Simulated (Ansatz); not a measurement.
# Reading a saddle point

A first-order saddle point of ZnAsH5O2, singlet, PBE0-D4/def2-TZVP, with one imaginary mode of 1115i cm⁻¹:

Zn1  (-0.405, -0.830, -0.289)
O2  (0.601, -0.404, 1.309)
O3  (-1.222, -2.206, -1.111)
H4  (0.764, 0.899, 0.915)
As5  (0.128, 1.588, -0.484)
H6  (0.998, -0.938, 2.000)
H7  (-1.175, -3.029, -0.621)
H8  (-0.818, 2.735, -0.294)
H9  (1.130, 2.184, -1.425)
(Å)

Computed with Ansatz 0.2.0 (basis: def2-TZVPP and def2-QZVPP); correlated methods freeze the cores. The 3s and 3p shells of Cu and Zn are frozen; filled d shells are correlated. The def2 sets are not built for correlating such inner shells, so the correlated values are less sure here. Extrapolation: Hartree–Fock as exp(−7.88 √X), correlation as X^−2.97.

(1) Which contacts change along the imaginary mode, and what lies on either side? (A judgement: the text doesn't fix the answer.)

(2) Which side is lower, and how far does the saddle lie above each? (Judge from chemistry; the value comes from the calculation.)

T1 diagnostic: at most 0.016.

Answers

(1) The calculation gives: The step is ZnH₂O₂ ([OH][Zn][OH]) + AsH₃ → ZnAsH₃O ([OH][Zn][AsH2]) + H₂O (still joined by a long Zn–O bond), with the molecules in contact on both sides. Shortening one way: Zn1–As5, O2–H4; lengthening the same way: Zn1–O2, H4–As5.
```json
{"pair": "Zn1–As5", "one side (Å)": "2.74", "saddle (Å)": "2.48", "other side (Å)": "2.37"}
{"pair": "O2–H4", "one side (Å)": "3.85", "saddle (Å)": "1.37", "other side (Å)": "0.96"}
{"pair": "Zn1–O2", "one side (Å)": "1.80", "saddle (Å)": "1.94", "other side (Å)": "2.24"}
{"pair": "H4–As5", "one side (Å)": "1.51", "saddle (Å)": "1.68", "other side (Å)": "4.31"}
```

(2) By the calculation: The side with Zn1–As5, O2–H4 short is lower by 68.9 kJ/mol; the saddle lies 161.9 kJ/mol above it and 93.0 kJ/mol above the other (CCSD(T) at an estimated basis limit (MP2 extrapolated from triple and quadruple zeta, plus CCSD(T) − MP2 in triple zeta); electronic energies).

Labels in which every atom is bracketed show which atoms are joined, not bond orders.

For scale, one of the runs: CCSD(T)/def2-TZVPP, 244 basis functions, launched by `ansatz run in.yaml --threads 8 --pin off --events-out ev --progress --plain --max-ram 19148MiB`. The run took 3.3 min on 8 CPU threads of an Intel Xeon (shared host), with 5.1 GiB of host memory at its peak.
